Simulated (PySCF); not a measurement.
## Diatomics of Hg with the fifth-period p block

MP2 with double-zeta basis sets in PySCF, for the lowest determinant that a PBE0 search found; no spin–orbit coupling. De refers to high-spin ground-configuration atoms.

```csv
M,basis,"reference, frozen orbitals",state (unpaired electrons),Re (Å),ωe (cm⁻¹),De (eV)
Sn,def2-SVP,"UHF, 4",triplet (π ↑↑),2.938,83.0,0.33
Sb,def2-SVP,"UHF, 4","quartet (σ ↑, π ↑↑)",4.142,19.3,0.04
I,def2-SVP,"UHF, 4",doublet (σ ↑),2.874,75.9,0.16
```

The shortest bond is that of HgI (2.874 Å), the longest that of HgSb (4.142 Å). SnHg is bound most strongly (0.33 eV) and HgSb least (0.04 eV).

The state changes along the series, so neighbouring rows are not always alike in their bonding.

Correlated steps freeze 4 core orbitals. Weak bonds: HgI, HgSb, SnHg. Basis-set superposition, not corrected here, can be much of De in a small basis, most of all at correlated wavefunction levels. Spin–orbit coupling is left out, which matters for elements this heavy, above all for dissociation energies. States were picked by a PBE0 search and need not be the measured ground states.
